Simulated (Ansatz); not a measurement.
Geometry optimisation, RKS PBE-D4/def2-SVPD (Ansatz).

Input:

```yaml
crystal:
  periodic: [false, false, false]
  atoms:
    - { symbol: C, position_ang: [-0.6154, 1.5557, 0.4407] }
    - { symbol: O, position_ang: [-0.5856, 0.3656, -0.2696] }
    - { symbol: Si, position_ang: [0.6012, -0.6786, 0.1196] }
    - { symbol: "N", position_ang: [0.4586, -1.9817, -0.9056] }
    - { symbol: H, position_ang: [0.2372, 2.2006, 0.2546] }
    - { symbol: H, position_ang: [-1.519, 2.1744, 0.0328] }
    - { symbol: H, position_ang: [-0.8052, 1.4437, 1.5042] }
    - { symbol: H, position_ang: [0.5207, -1.1181, 1.5217] }
    - { symbol: H, position_ang: [1.9536, -0.0645, -0.1182] }
    - { symbol: H, position_ang: [0.6591, -2.82993, -0.24999] }
    - { symbol: H, position_ang: [1.26199, -2.00084, -1.48787] }
basis:
  gaussian: { orbitals: def2-SVPD }
hamiltonian:
  xc: pbe
  dispersion: d4
relax:
  f_tol: 0.015
  max_steps: 40
```

Launched with:

```bash
$ ansatz run input.yaml --threads 2 --pin off --max-ram 3072MiB --backend cpu --events-out ev --progress --plain --runs-dir out
```

Problem. Where does it end, and by what steps?

Solution. The forces met the threshold. The force dipped under the threshold on the way, but the program's further checks kept it going. After 14 steps the energy has fallen by 0.734 eV; H10 moved furthest, 0.57 Å.

```csv
step,energy less start (eV),largest force component (eV/Å),accepted
0,0.0000,4.111,yes
1,-0.4873,1.714,yes
2,-0.6311,1.051,yes
3,-0.5411,1.046,no
4,-0.6871,0.514,yes
5,-0.7167,0.286,yes
6,-0.7301,0.069,yes
7,-0.7316,0.160,yes
8,-0.7335,0.024,yes
9,-0.7338,0.008,yes
10,-0.7339,0.029,yes
11,-0.7341,0.033,yes
12,-0.7342,0.031,yes
13,-0.7343,0.023,yes
14,-0.7343,0.012,yes
```

```xyz
11
Properties=species:S:1:pos:R:3
C -0.698 1.598 0.413
O -0.495 0.343 -0.217
Si 0.799 -0.665 0.216
N 0.833 -2.120 -0.718
H 0.180 2.273 0.288
H -1.576 2.084 -0.052
H -0.898 1.487 1.503
H 0.649 -1.038 1.665
H 2.079 0.087 -0.028
H 0.171 -2.873 -0.534
H 1.124 -2.111 -1.695
```

Whether the end is a true minimum wasn't checked by a vibrational analysis.

The run took 28 s on 2 threads of Intel(R) Xeon(R) Platinum 8488C (Sapphire Rapids), with other jobs on the host, peak memory 0.2 GiB.
